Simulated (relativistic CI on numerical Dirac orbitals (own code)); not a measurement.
# Radial parameters of Ce³⁵⁺

Computed by Dirac-Coulomb-Breit CI, orbitals from a KLI potential per configuration, model QED (radiative potential, 1s self-energy scaled to tabulated hydrogen-like ionisation energies), unscaled Slater integrals (own radial code, finite nucleus).

Slater integrals F^k, G^k are unscaled and averaged over j, outside the closed core [Ne]; ζ comes from projecting the Hamiltonian with its Breit term on Σ l·s of the shell.

- 3s2 3p6 3d5: F^2(3d,3d) = 438160, F^4(3d,3d) = 282600, ζ(3d) = 69992 cm⁻¹; <r>(3d) = 0.2324, <r^2>(3d) = 0.06278 (bohr units).
- 3s2 3p5 3d6: ζ(3p) = 532900, F^2(3d,3d) = 437290, F^4(3d,3d) = 282010, F^2(3p,3d) = 382400, G^1(3p,3d) = 412660, G^3(3p,3d) = 274010, ζ(3d) = 69221 cm⁻¹; <r>(3p) = 0.2595, <r^2>(3p) = 0.07786, <r>(3d) = 0.2328, <r^2>(3d) = 0.06301 (bohr units).
- 3s2 3p4 3d7: F^2(3p,3p) = 380590, ζ(3p) = 532430, F^2(3d,3d) = 436400, F^4(3d,3d) = 281410, F^2(3p,3d) = 381980, G^1(3p,3d) = 412630, G^3(3p,3d) = 273870, ζ(3d) = 68456 cm⁻¹; <r>(3p) = 0.2598, <r^2>(3p) = 0.07803, <r>(3d) = 0.2333, <r^2>(3d) = 0.06324 (bohr units).

(1) Give the Racah parameters of the d shell in 3s2 3p6 3d5.

Averages of the first 10 configurations, taken without configuration mixing, which lowers the lowest level and can move excited configurations by several eV; other configurations of the list can lie among them:

```json
{"Configuration": "3s2 3p6 3d5", "Parity": "even", "States": "252", "Average energy above the lowest level (eV)": "54.9"}
{"Configuration": "3s2 3p5 3d6", "Parity": "odd", "States": "1260", "Average energy above the lowest level (eV)": "338.0"}
{"Configuration": "3s2 3p4 3d7", "Parity": "even", "States": "1800", "Average energy above the lowest level (eV)": "627.2"}
{"Configuration": "3s 3p6 3d6", "Parity": "even", "States": "420", "Average energy above the lowest level (eV)": "561.3"}
{"Configuration": "3p6 3d7", "Parity": "even", "States": "120", "Average energy above the lowest level (eV)": "1076.0"}
{"Configuration": "3s 3p5 3d7", "Parity": "odd", "States": "1440", "Average energy above the lowest level (eV)": "843.3"}
{"Configuration": "3s2 3p6 3d4 4s", "Parity": "even", "States": "420", "Average energy above the lowest level (eV)": "1010.9"}
{"Configuration": "3s2 3p6 3d4 4p", "Parity": "odd", "States": "1260", "Average energy above the lowest level (eV)": "1093.5"}
{"Configuration": "3s2 3p4 3d6 4s", "Parity": "even", "States": "6300", "Average energy above the lowest level (eV)": "1568.7"}
{"Configuration": "3s2 3p5 3d5 4s", "Parity": "odd", "States": "3024", "Average energy above the lowest level (eV)": "1286.7"}
```

## Answers

(1) B = F²/49 − 5F⁴/441 = 5738 cm⁻¹ and C = 35F⁴/441 = 22429 cm⁻¹.
